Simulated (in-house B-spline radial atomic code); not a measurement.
**Correlation energy from the adiabatic connection: −Z/r, Z = 0.569, wall at 6.75 bohr**

Two electrons in a singlet, external potential −Z/r, Z = 0.569, wall at 6.75 bohr (atomic units). Full CI in B-splines (partial waves to l = 8, correlation up to 0.6 % small) with the density held fixed gives W(λ) = <V_ee>_λ − U, and E_c is the integral of W(λ) − W(0) from 0 to 1.

```json
{"λ": "0", "W(λ) − W(0) (hartree)": "0.00000"}
{"λ": "0.02", "W(λ) − W(0) (hartree)": "-0.00190"}
{"λ": "0.05", "W(λ) − W(0) (hartree)": "-0.00463"}
{"λ": "0.12", "W(λ) − W(0) (hartree)": "-0.01054"}
{"λ": "0.25", "W(λ) − W(0) (hartree)": "-0.01999"}
{"λ": "0.4", "W(λ) − W(0) (hartree)": "-0.02898"}
{"λ": "0.6", "W(λ) − W(0) (hartree)": "-0.03859"}
{"λ": "0.8", "W(λ) − W(0) (hartree)": "-0.04625"}
{"λ": "1", "W(λ) − W(0) (hartree)": "-0.05250"}
```

Question: Integrate the table by the trapezoid rule.

Answer: The strips give -0.00002, -0.00010, -0.00053, -0.00198, -0.00367, -0.00676, -0.00848, -0.00987, which sum to -0.03142 hartree. The direct value, W(1) − W(0) + T_c with T_c = 0.02095, is -0.03155; the curve is convex, so chords lie above it and the trapezoids fall short in size by 0.41 %.

Question: Now use only three numbers: W(0) = -0.30789, the initial slope W'(0) = -0.09631 (extrapolated from the first points) and the strong-coupling limit of the point-charge-plus-continuum model, W∞ = -0.35331. What do second-order theory and the interpolation W(λ) = W∞ + (W(0) − W∞)/√(1 + 2χλ) of Seidl, Perdew and Levy give?

Answer: Second order keeps the slope alone: E_c = W'(0)/2 = -0.04816, +53 % in size against -0.03155. Matching the slope fixes χ = W'(0)/(W∞ − W(0)) = -0.09631/(-0.04542) = 2.12043. Integrating, with s = √(1 + 2χ) = 2.289293, E_c = −(W(0) − W∞)(s − 1)/(s + 1) = −0.04542 × 1.289293/3.289293 = -0.01780 hartree, -43.6 % in size against the full result. At λ = 1 the formula gives W − W(0) = -0.02558 against -0.05250. Part of the miss can come from the model's W∞, which here lies above the computed W at λ = 10, -0.41406.
